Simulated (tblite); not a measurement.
A tight-binding relaxation on `[C]#C[C@@H]1N[SiH2]C[C@@H]1C` [radical].

Computed with GFN2-xTB geometry optimisation, gas phase (tblite 0.8.0). Start geometry: from a force field or distance geometry. The input is one job of a driver script: a line of settings, then coordinates in Å.

Command:
```bash
OMP_NUM_THREADS=1 python probes_run.py task.json out
```

Input:
```
{"job": {"kind": "relax", "xc": "GFN2-xTB", "basis": "xTB"}, "charge": 0, "multiplicity": 2}
C     -0.278100     2.869500    -1.758200
C      0.067500     1.918700    -0.611000
C      0.455300     0.986400     0.500300
N      1.785400     0.387600     0.271600
Si     1.734900    -1.128000    -0.563500
C     -0.160100    -1.262700    -0.453900
C     -0.531100    -0.214400     0.630400
C     -2.006800     0.148700     0.601700
H      0.469600     1.551500     1.437800
H      2.404300     1.035900    -0.182200
H      2.453900    -2.140300     0.226400
H      2.210000    -0.891900    -1.946000
H     -0.482700    -2.266900    -0.157800
H     -0.596700    -1.006700    -1.421100
H     -0.342400    -0.669500     1.618300
H     -2.248000     0.904300     1.363500
H     -2.317800     0.529100    -0.378400
H     -2.625900    -0.744800     0.810300
```

Task: Estimate the output.

Result: 
```
step      E/eV     max force
  0    -608.01258    9.562
  1    -609.92143    7.830
  2    -605.00189   57.469
  3    -610.24601    5.317
  4    -610.39403    3.567
  5    -610.56593    2.670
  6    -610.59563    1.436
  7    -610.63726    0.433
  8    -610.64928    0.737
  9    -610.66187    0.645
... (51 lines left out)
 61    -610.73354    0.013
 62    -610.73357    0.023
 63    -610.73361    0.035
 64    -610.73364    0.031
 65    -610.73367    0.014
 66    -610.73368    0.012
 67    -610.73370    0.025
 68    -610.73372    0.027
 69    -610.73374    0.014
 70    -610.73374    0.004
```

«max force» is the largest atomic force in eV/Å.

Task: From which step on does the largest force stay under 0.1 eV/Å, and how much energy is left to gain from there?

Result: From step 21 (0.078 eV/Å), 10.2 meV above the end.

Main results: energy lowered by 62.8 kcal/mol over 70 steps; largest atomic force 0.004 eV/Å at the end.

Time: 0.42 s. Hardware: one thread of an Arm Neoverse V2, shared host with 96 logical CPUs at a one-minute load of 37.
Labels such as C1 count atoms from 1, the log's own numbers from 0.
